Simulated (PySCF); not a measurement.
**How the functional moves excitation energies**

C3H9Al.
Cartesian coordinates in Å at the PBE0-D3(BJ)/def2-SVP level; atoms count from 1:
```xyz
13
C3H9Al angstrom
C     -1.3396    0.2556   -1.0384
C     -0.8558   -0.3539    0.2692
C      0.6156   -0.7710    0.2173
Al     1.9034    0.6869   -0.0726
H     -0.7647    1.1649   -1.2927
H     -2.3998    0.5478   -0.9930
H     -1.2235   -0.4519   -1.8757
H     -1.0076    0.3765    1.0834
H     -1.4944   -1.2192    0.5217
H      0.7690   -1.5539   -0.5489
H      0.9086   -1.2554    1.1707
H      3.3265    0.4077   -0.7362
H      1.5580    2.1669    0.4162
```

Linear-response calculations in the def2-SVPD basis (PySCF; singlets by full response, triplets Tamm–Dancoff, core orbitals frozen in the response; HF means time-dependent Hartree–Fock). 'Strongest' is the level of largest summed f among the singlets computed (10 roots, of which the last may lack a degenerate partner); it can jump between rows when another state enters that window. S1 is the lowest singlet of each run and needn't be the same state throughout; f(S1) is that of one state. One conformer (not necessarily the lowest) at the PBE0-D3(BJ)/def2-SVP geometry, without solvent, vibrations or thermal averaging.

```csv
functional,kind,S1 (eV),f(S1),strongest (eV),T1 (eV),HOMO (eV),gap (eV),"ionisation energy, ΔSCF (eV)"
LDA,LDA,4.14,0.001,6.99,3.91,-6.37,4.04,9.38
PBE,GGA,4.29,0.001,6.99,4.01,-6.30,4.23,9.29
B3LYP,"global hybrid, 20% exact exchange",4.70,0.001,7.61,4.42,-7.33,5.84,9.57
BHandHLYP,"global hybrid, 50% exact exchange",5.25,0.001,8.20,4.92,-8.69,8.19,9.66
CAM-B3LYP,range-separated hybrid,4.99,0.001,8.05,4.67,-8.89,8.54,9.73
wB97X-D,range-separated hybrid,5.03,0.001,8.16,4.78,-9.39,9.81,9.68
LC-wPBE,range-separated hybrid,5.35,0.002,8.72,4.93,-10.23,11.00,9.86
HF,Hartree–Fock,6.05,0.003,9.52,5.49,-10.52,11.96,not settled
```

**Question.** What does PBE0 (global hybrid, 25% exact exchange) give?

**Answer.** S1 (eV) 4.80, f(S1) 0.001, strongest (eV) 7.80, T1 (eV) 4.47, HOMO (eV) -7.52, gap (eV) 6.25, ionisation energy, ΔSCF (eV) 9.55. S1 runs from 4.14 eV (LDA) to 6.05 eV (HF), a spread of 1.91 eV, while the orbital gap spreads over 7.9 eV. Along PBE (0%), B3LYP (20%), PBE0 (25%), BHandHLYP (50%), HF (100%) S1 rises with the share of exact exchange. −ε(HOMO) comes closest to its own ΔSCF ionisation energy with wB97X-D (-0.28 eV) and misses most with LDA (-3.01 eV). 'Not settled' means that the ion's SCF failed to converge or may have ended in another state than the lowest.
